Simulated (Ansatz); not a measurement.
Consider the homolysis of the O–Si bond: `O[SiH2]O[SiH](Cl)Cl` → `[O][SiH2]O`• + `Cl[SiH]Cl`•.

Calculated with Ansatz (gas phase, PBE0-D4/def2-TZVP geometries, no zero-point term in ΔE). CCSD(T)/CBS adds triple-zeta CCSD(T) − MP2 to the extrapolated MP2 energy (def2 sets, frozen cores). Functionals use def2-TZVPP. B3LYP here is the variant with VWN-RPA as its local correlation; programs differ in this. Open shells (•) are unrestricted, without spin–orbit coupling. One conformer a species, not always the lowest.

```json
{"level": "PBE-D4", "ΔE (kcal/mol)": "127.6", "difference from CCSD(T)/CBS": "-14.2"}
{"level": "r2SCAN-D4", "ΔE (kcal/mol)": "130.0", "difference from CCSD(T)/CBS": "-11.8"}
{"level": "PBE0-D4", "ΔE (kcal/mol)": "131.8", "difference from CCSD(T)/CBS": "-10.0"}
{"level": "B3LYP-D4", "ΔE (kcal/mol)": "131.8", "difference from CCSD(T)/CBS": "-10.0"}
{"level": "ωB97X-V", "ΔE (kcal/mol)": "137.2", "difference from CCSD(T)/CBS": "-4.6"}
{"level": "ωB97M-V", "ΔE (kcal/mol)": "138.5", "difference from CCSD(T)/CBS": "-3.3"}
{"level": "B2PLYP", "ΔE (kcal/mol)": "134.5", "difference from CCSD(T)/CBS": "-7.3"}
{"level": "PBE", "ΔE (kcal/mol)": "124.5", "difference from CCSD(T)/CBS": "-17.3"}
{"level": "r2SCAN", "ΔE (kcal/mol)": "129.1", "difference from CCSD(T)/CBS": "-12.7"}
{"level": "PBE0", "ΔE (kcal/mol)": "129.0", "difference from CCSD(T)/CBS": "-12.8"}
{"level": "B3LYP", "ΔE (kcal/mol)": "126.9", "difference from CCSD(T)/CBS": "-14.9"}
{"level": "HF/def2-TZVPP", "ΔE (kcal/mol)": "108.5", "difference from CCSD(T)/CBS": "-33.3"}
{"level": "MP2/def2-TZVPP", "ΔE (kcal/mol)": "147.4", "difference from CCSD(T)/CBS": "5.6"}
{"level": "SCS-MP2/def2-TZVPP", "ΔE (kcal/mol)": "143.9", "difference from CCSD(T)/CBS": "2.1"}
{"level": "CCSD/def2-TZVPP", "ΔE (kcal/mol)": "135.9", "difference from CCSD(T)/CBS": "-5.9"}
{"level": "CCSD(T)/def2-TZVPP", "ΔE (kcal/mol)": "137.8", "difference from CCSD(T)/CBS": "-4.0"}
{"level": "HF/def2-QZVPP", "ΔE (kcal/mol)": "108.9", "difference from CCSD(T)/CBS": "-32.9"}
{"level": "MP2/def2-QZVPP", "ΔE (kcal/mol)": "149.8", "difference from CCSD(T)/CBS": "8.0"}
{"level": "SCS-MP2/def2-QZVPP", "ΔE (kcal/mol)": "146.5", "difference from CCSD(T)/CBS": "4.7"}
{"level": "HF/CBS(def2)", "ΔE (kcal/mol)": "109.0", "difference from CCSD(T)/CBS": "-32.8"}
{"level": "MP2/CBS(def2)", "ΔE (kcal/mol)": "151.3", "difference from CCSD(T)/CBS": "9.5"}
{"level": "CCSD/CBS(def2)", "ΔE (kcal/mol)": "139.9", "difference from CCSD(T)/CBS": "-1.9"}
{"level": "CCSD(T)/CBS", "ΔE (kcal/mol)": "141.8", "difference from CCSD(T)/CBS": "0"}
```

Largest T1 diagnostic among the species: 0.019.

The D4 term adds +5.0 kcal/mol with B3LYP and +2.8 kcal/mol with PBE0; it sums over pairs of atoms, weighted by their polarisabilities, and B3LYP, whose exchange is more repulsive, gets the larger term. In def2-TZVPP, CCSD(T) changes the Hartree–Fock value by +29.4 kcal/mol (the triples alone add +1.9 kcal/mol) and MP2 by +38.9 kcal/mol; breaking electron pairs costs correlation energy, which Hartree–Fock lacks.
